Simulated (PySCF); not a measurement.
A structure optimised at B3LYP-D3(BJ)/def2-SVP, used in a PySCF frequency run:

```
C
H 1 1.1039
H 1 1.1087 2 105.27
C 1 1.5335 2 111.00 3 118.21
H 4 1.1007 1 111.28 2 -177.58
H 4 1.1013 5 107.87 1 -122.47
H 4 1.1020 5 107.19 6 -115.50
B 1 1.5672 2 107.83 3 -112.31
O 8 1.3458 1 121.21 2 16.71
H 9 0.9670 8 114.12 1 177.39
Br 8 1.9671 9 118.01 10 -0.88
```

Write its SMILES and formula.

CCB(O)Br, C₂H₆BBrO

What are its rotational constants (standard atomic weights)?

4.0290, 2.1093, 1.4381 GHz
